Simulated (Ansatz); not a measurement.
Molecule: Ag$_{2}$ (charge 0, singlet). SMILES: [Ag][Ag]
Geometry: optimised at B3LYP-D3(BJ)/def2-TZVP (Ansatz, an electronic-structure program).

Parts of the frozen-core correlation energy in def2-TZVPPD (Ansatz, hartree). Frozen orbitals: 8; correlated occupied orbitals by spin: 11 and 11; virtual: 93 and 93. No spin-orbit coupling. Past Kr the def2 sets carry scalar-relativistic core potentials.

```
term                            value
-------------------------  ----------
reference (HF)             -292.24904
MP2 opposite-spin          (withheld)
MP2 same-spin              (withheld)
CCSD correlation           (withheld)
(T)                          -0.03081
T1 diagnostic                   0.017
largest doubles amplitude       0.079
```

Problem. What belongs in the gaps?

Solution. 
- MP2 opposite-spin, value: -0.51742
- MP2 same-spin, value: -0.29604
- CCSD correlation, value: -0.74845
